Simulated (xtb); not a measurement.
Si (SMILES [Si+]), charge +1, doublet. Base run: GFN2-xTB run with xtb 6.7.1.

Geometry (Å):
```xyz
1

Si     0.0000     0.0000     0.0000
```
Charge +1, spin multiplicity 2.
All else is at xtb's defaults.
Base energy -1.15192 Eh.

The base run was repeated with changes; each row names its change, and settings that it needs were set with it.

```csv
change,ΔE vs base (kJ/mol),G_solv (kcal/mol),SCF cycles
base,0.00,-,45
etemp = 5000,-74.6,-,19
alpb = hexane,-143.9,-34.38,45
acc = 1000,0.00,-,14
gbsa = water,-214.8,-51.35,45
```

ALPB and GBSA are two models with their own fitted parameters for each solvent, which aren't always the measured dielectric constant.
